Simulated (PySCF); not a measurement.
# AlI: energy against distance

Set-up: Al cc-pV(T+d)Z, I cc-pVTZ-PP with ECP28; scalar-relativistic core potentials (PySCF 2.14). Energies in eV from Al + I in their ground configurations at the same level. State: ¹Σ⁺ (singlet), closed shell.

All columns are PBE0. A positive dipole means Al(−)I(+).

```
R (Å)  E (eV)  μ (D)  Mulliken charge on Al (basis-dependent)  HOMO (eV)  LUMO (eV)  Mayer bond order  ⟨S²⟩
2.203  -3.132   0.53                                     0.02      -6.17      -1.48              1.42  0.00
2.305  -3.577  -0.11                                     0.08      -6.36      -1.62              1.36  0.00
2.407  -3.818  -0.78                                     0.15      -6.53      -1.75              1.29  0.00
2.484  -3.901  -1.29                                     0.20      -6.65      -1.84              1.23  0.00
2.561  -3.923  -1.80                                     0.24      -6.76      -1.94              1.18  0.00
2.638  -3.899  -2.32                                     0.28      -6.84      -2.04              1.14  0.00
2.740  -3.812  -3.00                                     0.33      -6.93      -2.17              1.08  0.00
2.868  -3.646  -3.84                                     0.38      -6.97      -2.33              1.02  0.00
3.022  -3.397  -4.83                                     0.42      -6.80      -2.51              0.96  0.00
3.227  -3.029  -6.08                                     0.46      -6.49      -2.75              0.90  0.00
```

A fit through these points gives, at Re = 2.555 Å, μ = -1.76 D and dμ/dR = -6.71 D/Å; the reduced mass is 22.25 u.

Task: How strong is the fundamental in the double-harmonic approximation, I = 42.26·(dμ/dR)²/μred km/mol?

Result: I = 42.26·(-6.71)²/22.25 = 85.5 km/mol at PBE0.

Spin–orbit coupling is left out, which matters for elements this heavy, above all for dissociation energies.
